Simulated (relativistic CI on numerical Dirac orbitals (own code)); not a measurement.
# How well does a small relativistic CI reproduce Kr II?

Method of calculation: Dirac-Coulomb-Breit CI, separate exchange-only KLI orbitals for each configuration, model QED (radiative potential, 1s self-energy scaled to tabulated hydrogen-like ionisation energies), valence Slater integrals scaled by 0.85, P86 correlation energy added to each configuration (own radial code, finite nucleus).

Configuration list (outside the closed core [Ar] 3d10): 4s2 4p5, 4s 4p6, 4s2 4p4 5s, 4s2 4p4 4d, 4s2 4p4 5p, 4s2 4p4 6s, 4s2 4p4 5d, 4s 4p5 4d, 4s2 4p4 6p, 4s2 4p4 4f, 4s2 4p4 6d, 4s2 4p4 5f, 4s2 4p4 5g, 4s2 4p4 6f, 4s2 4p3 4d2, 4s2 4p2 4d2 5s, 4s2 4p2 4d3, 4s2 4p2 4d2 5p, 4s2 4p2 4d2 6s, 4s2 4p2 4d2 5d. Double excitations out of closed p, d and f shells are left out; levels of such configurations are missing from the list, as are those of other unlisted configurations, and high levels can miss mixing partners. These lack a partner that the ground configuration has and come out too high: 4s 4p5 4d, 4s2 4p4 6p, 4s2 4p4 4f, 4s2 4p4 6d, 4s2 4p4 5f.

```tsv
Configuration	Term (tabulated)	J	Measured (cm⁻¹)	Computed	Error	Purity (%)
4s2 4p5	2P°	3/2	0.0	0	0	98
4s2 4p5	2P°	1/2	5370.1	5297	-73	98
4s2 4p4 5s	4P	5/2	112828.3	116865	4036	94
4s2 4p4 5s	4P	3/2	115092.0	119225	4133	62
4s2 4p4 5s	4P	1/2	117603.0	121694	4091	91
4s2 4p4 5s	2P	3/2	118474.4	122677	4203	61
4s2 4p4 4d	4D	7/2	120209.9	124307	4097	92
4s2 4p4 4d	4D	5/2	120426.9	124590	4163	90
4s2 4p4 4d	4D	3/2	121000.4	125213	4213	90
4s2 4p4 5s	2P	1/2	121002.1	125254	4251	73
4s2 4p4 4d	4D	1/2	121779.5	126068	4288	75
4s2 4p4 4d	4F	9/2	126000.8	129854	3853	95
4s2 4p4 5s	2D	3/2	127597.5	132082	4485	73
4s2 4p4 5s	2D	5/2	127861.5	132406	4545	85
4s2 4p4 4d	4F	7/2	127929.5	132004	4075	84
4s2 4p4 4d	4F	5/2	129697.2	133658	3961	94
4s2 4p4 4d	4F	3/2	130512.7	134465	3952	96
4s2 4p4 5p	4P°	5/2	133923.9	136760	2837	81
4s2 4p4 5p	4P°	3/2	134286.7	137176	2889	71
4s2 4p4 5p	4P°	1/2	135781.3	138702	2921	59
4s2 4p4 5p	4D° †	7/2	135781.4	138445	2664	95
4s2 4p4 5p	4D° †	5/2	136069.2	142820	6751	58
4s2 4p4 5p	4D° †	3/2	138379.6	142937	4557	63
4s2 4p4 5p	2D°	5/2	140117.2	138882	-1235	67
4s2 4p4 5p	4D° †	1/2	140161.5	142849	2687	93
```

Measured levels from NIST Handbook of Basic Atomic Spectroscopic Data (Sansonetti and Martin, J. Phys. Chem. Ref. Data 34, 1559 (2005)); pairs were made by configuration, J and term (by order where the table uses no LS term), so strongly mixed levels may be paired wrongly.

Mean error by configuration (cm⁻¹): 4s2 4p5 -73; 4s2 4p4 5s 4249; 4s2 4p4 4d 4075; 4s2 4p4 5p 1853. Over the excited levels the mean absolute error is 3615 cm⁻¹ (24 of the 28 excited levels that our extract of the source holds in range could be paired, and the others can miss by more), and the median relative error of those above 1,000 cm⁻¹ is 3.4 %. † marks terms whose computed intervals miss the measured ones by more than a factor of 2.5, or configurations far off the rest, from wrong mixing, a near crossing or a doubtful label or measurement; they are left out of the means.

Transition probabilities of persistent lines. The last column rescales the computed rate by the cube of measured over computed energy:

| λ measured (Å) | Lower | Upper | A tabulated (s⁻¹) | A computed | A rescaled |
| --- | --- | --- | --- | --- | --- |
| 4355.48 air | 4s2 4p4 5s 4P_5/2 | 4s2 4p4 5p 4D°_7/2 | 1.00e+08 | 1.29e+08 | 1.55e+08 |
| 4658.88 air | 4s2 4p4 5s 4P_5/2 | 4s2 4p4 5p 4P°_3/2 | 6.50e+07 | 8.56e+07 | 1.01e+08 |
| 4739.00 air | 4s2 4p4 5s 4P_5/2 | 4s2 4p4 5p 4P°_5/2 | 7.60e+07 | 1.13e+08 | 1.35e+08 |
| 4765.74 air | 4s2 4p4 5s 4P_3/2 | 4s2 4p4 5p 4D°_5/2 | 6.70e+07 | 1.93e+07 | 1.36e+07 |
| 4832.08 air | 4s2 4p4 5s 4P_3/2 | 4s2 4p4 5p 4P°_1/2 | 7.30e+07 | 1.03e+08 | 1.24e+08 |
